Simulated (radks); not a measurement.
Results of a calculation; reference values are marked as such.
Yb39+, 31 electrons, occupied as [Ar] 3d10 4s2 4p1 (the NIST ground configuration).

Code: a radial shooting solver on a logarithmic mesh with Libxc functionals. Model: Dirac Kohn-Sham, PBE, spin-unpolarised, spherical densities, point nucleus; open shells are shared between the two j in proportion to 2j + 1.

Energy parts (eV):
total: -357283.43
kinetic: 399579.69
electron-nucleus: -826585.36
Hartree: 75926.99
exchange-correlation: -6204.75

Orbitals (lengths in bohr, moments of r in powers of bohr):
[
 {"orbital": "1s1/2", "occ.": "2", "eigenvalue (eV)": "-62950.59", "<r>": "0.01966", "small-component weight": "6.90e-02"},
 {"orbital": "2s1/2", "occ.": "2", "eigenvalue (eV)": "-12111.37", "<r>": "0.08260", "small-component weight": "1.55e-02"},
 {"orbital": "2p1/2", "occ.": "2", "eigenvalue (eV)": "-11639.15", "<r>": "0.06860", "small-component weight": "1.56e-02"},
 {"orbital": "2p3/2", "occ.": "4", "eigenvalue (eV)": "-10588.27", "<r>": "0.07606", "small-component weight": "1.42e-02"},
 {"orbital": "3s1/2", "occ.": "2", "eigenvalue (eV)": "-4007.033", "<r>": "0.2128", "small-component weight": "5.21e-03"},
 {"orbital": "3p1/2", "occ.": "2", "eigenvalue (eV)": "-3802.262", "<r>": "0.2023", "small-component weight": "5.15e-03"},
 {"orbital": "3p3/2", "occ.": "4", "eigenvalue (eV)": "-3570.639", "<r>": "0.2154", "small-component weight": "4.78e-03"},
 {"orbital": "3d3/2", "occ.": "4", "eigenvalue (eV)": "-3229.666", "<r>": "0.1885", "small-component weight": "4.65e-03"},
 {"orbital": "3d5/2", "occ.": "6", "eigenvalue (eV)": "-3178.312", "<r>": "0.1926", "small-component weight": "4.54e-03"},
 {"orbital": "4s1/2", "occ.": "2", "eigenvalue (eV)": "-1910.477", "<r>": "0.4276", "small-component weight": "2.26e-03"},
 {"orbital": "4p1/2", "occ.": "0.333333", "eigenvalue (eV)": "-1823.935", "<r>": "0.4243", "small-component weight": "2.21e-03"},
 {"orbital": "4p3/2", "occ.": "0.666667", "eigenvalue (eV)": "-1748.646", "<r>": "0.4430", "small-component weight": "2.10e-03"}
]

The highest occupied level is 4p3/2 at -1748.6 eV. For comparison, the ionisation energy in NIST's Atomic Spectra Database is 1845 eV (theoretical). In exact Kohn-Sham theory the highest level is minus the ionisation energy, but local and semilocal functionals leave it too shallow, through self-interaction and a potential that decays too fast; potentials with the right tail come closer.

Beside tabulated values, note that spin-unpolarised runs miss the spin-polarisation part of the exchange energy of open shells.
